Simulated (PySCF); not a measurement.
hydrogen iodide (HI), SMILES I. Atoms are numbered in the order given.

```xyz
2

I      0.0000     0.0000    -0.0298
H      0.0000     0.0000     1.5802
```
Charge 0, spin multiplicity 1.

The structure is a stationary point at PBE0-D3(BJ)/def2-TZVPD. The def2 effective core potentials stand for the cores of I; spin–orbit coupling is left out.

Calculation: r2SCAN/def2-TZVPD (PySCF).

The molecule is in vacuum.

Computed frontier levels, gap, dipole moment and polarisability:
| Quantity | Result |
|---|---|
| highest occupied level | -7.08 eV |
| lowest empty level | -1.45 eV |
| orbital gap | 5.63 eV |
| dipole moment | 0.47 D |
| quadrupole, principal values (traceless, Buckingham form, about the centre of nuclear charge) | -2.30, -2.30, 4.61 D·Å |
| mean static polarisability | 36.3 bohr³ (5.38 Å³) |
| polarisability, principal values | 35.8, 35.8, 37.4 bohr³ |
